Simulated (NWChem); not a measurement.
System meant: CoF2, quartet; SMILES [F][Co][F]

Here is an NWChem input.

```
start job
memory heap 200 mb stack 900 mb global 1100 mb
geometry units angstroms noautoz
  Co     0.000000     0.000000     0.000000
  F      0.000000     0.000000     1.710691
  F      0.000000     0.000000    -1.710691
end
basis spherical
  Co library def2-svp
  F library def2-svp
end
dft
  odft
  mult 4
  xc pbe0
  iterations 4
  mulliken
end
task dft energy
```

End of the output:

```
     --------------------------
     Expectation value of S2:
     --------------------------
      <S2> =      3.7551 (Exact =     3.7500)

 center of mass
 --------------
 x =   0.00000000 y =   0.00000000 z =   0.00000000

 moments of inertia (a.u.)
 ------------------
         397.088980778928           0.000000000000           0.000000000000
           0.000000000000         397.088980778928           0.000000000000
           0.000000000000           0.000000000000           0.000000000000

     Multipole analysis of the density
     ---------------------------------

     L   x y z        total         alpha         beta         nuclear
     -   - - -        -----         -----         ----         -------
     0   0 0 0     -0.000000    -24.000000    -21.000000     45.000000

     1   1 0 0      0.000000      0.000000     -0.000000      0.000000
     1   0 1 0     -0.000000     -0.000000     -0.000000      0.000000
     1   0 0 1     -0.000000      0.000000     -0.000000      0.000000

     2   2 0 0    -15.213050     -8.405253     -6.807797      0.000000
     2   1 1 0      0.000000      0.000000     -0.000000      0.000000
     2   1 0 1      0.000000      0.000000      0.000000      0.000000
     2   0 2 0    -15.213050     -8.405253     -6.807797      0.000000
     2   0 1 1      0.000000      0.000000      0.000000      0.000000
     2   0 0 2    -25.046822   -108.842629   -104.314814    188.110621

 ------------------------------------------------------------------------
 dft energy failed                                                                                  0
 ------------------------------------------------------------------------
 ------------------------------------------------------------------------
  current input line :
    19: task dft energy
 ------------------------------------------------------------------------
 ------------------------------------------------------------------------
 This type of error is most commonly associated with calculations not reaching convergence criteria
 ------------------------------------------------------------------------
 For more information see the NWChem manual at https://nwchemgit.github.io

0:dft energy failed:Received an Error in Communication
```

Question: Find the fault in this run and fix the input.

Answer: Convergence was not reached. Cause: the SCF was allowed too few iterations. This input runs:
```
start job
memory heap 200 mb stack 900 mb global 1100 mb
geometry units angstroms noautoz
  Co     0.000000     0.000000     0.000000
  F      0.000000     0.000000     1.710691
  F      0.000000     0.000000    -1.710691
end
basis spherical
  Co library def2-svp
  F library def2-svp
end
dft
  odft
  mult 4
  xc pbe0
  iterations 150
  mulliken
end
task dft energy
```
It converges to -1581.72783 Ha (PBE0/def2-SVP, spin-unrestricted).
